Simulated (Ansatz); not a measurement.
C₃H₃NSi, SMILES `C#C[SiH2]C#N`, 8 atoms. Charge 0, multiplicity 1. All runs use 2 threads of an Arm Neoverse V2 on a shared host. Correlated methods freeze the cores.

(1) How many basis functions does each run have, and how long does it take in Ansatz? RKS PBE0-D4/def2-TZVP frequencies; RKS PBE0-D4/def2-SVP energy; RKS ωB97M-V/def2-QZVPP energy; RKS r2SCANh-D4/def2-TZVPP energy; RKS PBE-QIDH (frozen core)/def2-TZVPP energy; direct RPA on PBE orbitals/def2-TZVPP energy; RHF-CCSD(T)/def2-TZVPP energy; RKS PBE0-D4/def2-QZVPP energy; RKS ωB97M-V/def2-SVP energy; RKS PBE0-D4/def2-TZVP relaxation (5 steps); RKS ωB97M-V/def2-TZVPP energy and forces; RHF-CCSD(T)/def2-SVP energy. (Best estimate.)

Results:

(1) Ansatz gave: Other jobs shared the machine, so times are rough.

| level | job | functions | wall time | peak host memory (GiB) |
| --- | --- | --- | --- | --- |
| RKS PBE0-D4/def2-SVP | energy | 89 | 1 s | 0.16 |
| RHF-CCSD(T)/def2-SVP | energy | 89 | 3.6 s | 0.3 |
| RKS ωB97M-V/def2-SVP | energy | 89 | 4.4 s | 0.23 |
| direct RPA on PBE orbitals/def2-TZVPP | energy | 208 | 5.5 s | 0.38 |
| RKS r2SCANh-D4/def2-TZVPP | energy | 208 | 6 s | 0.41 |
| RKS PBE-QIDH (frozen core)/def2-TZVPP | energy | 208 | 6.5 s | 0.43 |
| RKS PBE0-D4/def2-QZVPP | energy | 388 | 8 s | 1 |
| RKS ωB97M-V/def2-TZVPP | energy and forces | 208 | 13 s | 0.57 |
| RKS ωB97M-V/def2-QZVPP | energy | 388 | 20 s | 1.1 |
| RKS PBE0-D4/def2-TZVP | relaxation (5 steps) | 179 | 23 s | 0.38 |
| RHF-CCSD(T)/def2-TZVPP | energy | 208 | 84 s | 2.8 |
| RKS PBE0-D4/def2-TZVP | frequencies | 179 | 2.3 min | 0.39 |
